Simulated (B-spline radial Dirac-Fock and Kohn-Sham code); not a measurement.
# Ca²⁺ 3p1/2: cross section and angular parameters

System: the Ca²⁺ ion in the configuration [Ne] 3s2 3p6; threshold 49.55 eV (orbital energy of the model). These are calculated numbers from a radial finite-basis atomic code; the model is Dirac-Hartree-Slater photoionisation with a Latter tail; cross sections with all multipoles, angular parameters from the dipole term and its interference with E2.

Input file task.json (cfg lists n, l and occupation; rrms is the nuclear radius in fm):

```json
{"items": [{
  "Z": 20,
  "q": 2,
  "cfg": [[1, 0, 2], [2, 0, 2], [2, 1, 6], [3, 0, 2], [3, 1, 6]],
  "A": 40,
  "rrms": 3.4776,
  "do": "xps",
  "hv": [67.4, 68.7, 101.0, 187.0, 200, 300, 373.0, 387.0, 400, 403.0, 444.0, 485.0, 800, 1080.0, 1253.6, 1270.0, 1360.0, 2150.0, 2610.0, 2984.4, 4220.0, 5250.0, 6840.0, 7440.0, 7650.0, 8270.0, 9251.7, 9790.0, 11600.0, 12000]
}]}
```

Command: `python xray2_run.py task.json out`

```
hν (eV)   σ (kb)      β       γ       δ
   67.4      373  0.144   0.132   0.010
   68.7      379  0.212   0.135   0.008
    101      433  1.102   0.057  -0.004
    187      245  1.555  -0.021   0.001
    200      221  1.574  -0.020   0.001
    300      109  1.627   0.024   0.005
    373     70.7  1.625   0.065   0.006
    387     65.5  1.622   0.073   0.006
    400     61.1  1.620   0.081   0.007
    403     60.2  1.619   0.082   0.007
    444     48.9  1.610   0.107   0.008
    485     40.3  1.599   0.131   0.009
    800     12.2  1.497   0.294   0.016
   1080     5.63  1.408   0.406   0.024
 1253.6     3.77  1.357   0.465   0.029
   1270     3.63  1.353   0.471   0.029
   1360     3.01  1.328   0.498   0.032
   2150    0.801  1.146   0.686   0.057
   2610    0.444  1.062   0.765   0.071
 2984.4    0.292  1.002   0.818   0.083
   4220   0.0960  0.846   0.945   0.121
   5250   0.0465  0.750   1.019   0.151
   6840        ?      ?       ?       ?
   7440   0.0141  0.606   1.135   0.209
   7650   0.0128  0.595   1.144   0.214
   8270  0.00978  0.565   1.171   0.228
 9251.7  0.00659  0.522   1.211   0.251
   9790  0.00539  0.502   1.231   0.263
  11600  0.00294  0.442   1.290   0.301
  12000  0.00260  0.431   1.302   0.309
```

Question: Give the values at 6840 eV.

Answer: σ = 0.0189 kb, β = 0.639, γ = 1.107, δ = 0.194.
